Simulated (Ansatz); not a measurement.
CHF2, doublet, geometry from GFN2-xTB, atoms displaced at random by about 0.03 Å a coordinate; Ansatz (an electronic-structure program) with B3LYP/def2-SVP, gradient.

Here is a job for Ansatz.
Ansatz 0.2 input:
```yaml
crystal:
  periodic: [false, false, false]
  atoms:
    - {symbol: C, position_ang: [0.05020003, 0.00503796, 0.49231788]}
    - {symbol: F, position_ang: [-0.07748548, 1.09186019, -0.21535505]}
    - {symbol: F, position_ang: [-0.06356729, -1.07998978, -0.21434812]}
    - {symbol: H, position_ang: [0.83969485, 0.04002811, 1.23968952]}
basis:
  gaussian:
    orbitals: def2-SVP
hamiltonian:
  xc: b3lyp
magnetization: {spin_polarized: true, initial_magnetization: 1}
output: {forces: true}
```

Output, abridged:

```
Functional definition: B3LYP
458 factors; integrals over basis functions are off by at most 1.2e-3 eV
mean field evaluation 1: about -6478.8853 eV, gradient 1.6e1 eV
mean field evaluation 2: about -6478.8610 eV, gradient 1.8e1 eV
mean field evaluation 4: about -6479.7067 eV, gradient 5.9e-1 eV
mean field evaluation 8: about -6479.8185 eV, gradient 6.0e-2 eV
mean field evaluation 16: about -6479.8185 eV, gradient 4.1e-5 eV
mean field -6479.81850877 eV, -238.1289380187 hartree, gradient 4.1e-5 eV, S^2 0.752021; 0 other end points of the search recorded, 0 dependent functions left out
the calculation of the forces begins
reference -6479.81862538 eV, -238.1289423038 hartree; 13, 12 occupied and 34, 35 virtual orbitals, 458 factors
Total energy: -6479.81862538 eV, -238.1289423038 hartree
Atom 0 at     0.050200     0.005038     0.492318 Å, force    -0.544341     0.240373     1.188983 eV/Å
Atom 1 at    -0.077485     1.091860    -0.215355 Å, force    -0.029139     0.887676    -0.709520 eV/Å
Atom 2 at    -0.063567    -1.079990    -0.214348 Å, force     0.109581    -0.962730    -0.639710 eV/Å
Atom 3 at     0.839695     0.040028     1.239690 Å, force     0.463899    -0.165320     0.160248 eV/Å
Dipole moment:     0.169022    -0.001817     0.185898 e Å
```
